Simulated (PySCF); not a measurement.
# KN: energy against distance

Set-up: PySCF, no relativity, basis sets K def2-TZVPP, N def2-TZVPP. Energies in eV from K + N in their ground configurations at the same level. State: ³Σ⁻ (triplet), unpaired electrons π ↑↑.

Curves on a restricted Hartree–Fock reference rise too fast on stretching and do not dissociate correctly.

```tsv
R (Å)	r²SCAN0	ROHF-CCSD
2.227	-0.4013	
2.330	-0.6003	-0.2940
2.434	-0.7054	-0.4143
2.511	-0.7414	-0.4565
2.589	-0.7518	-0.4687
2.667	-0.7439	-0.4585
2.770	-0.7151	-0.4209
2.900	-0.6624	-0.3501
3.055	-0.5894	-0.2509
3.262	-0.4920
```

Put a parabola through the three lowest points of the r²SCAN0 curve and estimate Re, k and ωe (reduced mass 10.3 u; 1 eV/Å² = 0.16022 mdyn/Å; ωe = 1302.8·√(k/μ) cm⁻¹).

Through R = 2.511, 2.589, 2.667 Å the second-order coefficient is 1.50 eV/Å², so Re ≈ 2.594 Å, k ≈ 0.482 mdyn/Å and ωe ≈ 282 cm⁻¹. A polynomial fit of higher order to the unrounded r²SCAN0 energies gives Re = 2.590 Å, k = 0.475 mdyn/Å, ωe = 280 cm⁻¹; anharmonicity and rounding make the difference.

The higher-order fit for each curve: r²SCAN0: Re = 2.590 Å, ωe = 280 cm⁻¹, De = 0.75 eV; ROHF-CCSD: Re = 2.589 Å, ωe = 312 cm⁻¹, De = 0.469 eV.

Correlated steps freeze 6 core orbitals. ⟨S²⟩ of the unrestricted solution departs from its pure value on part of the curve, where spin states mix. The CCSD T1 diagnostic is raised, a sign that a single reference may not be enough here. The state was picked by a PBE0 search and need not be the measured ground state.
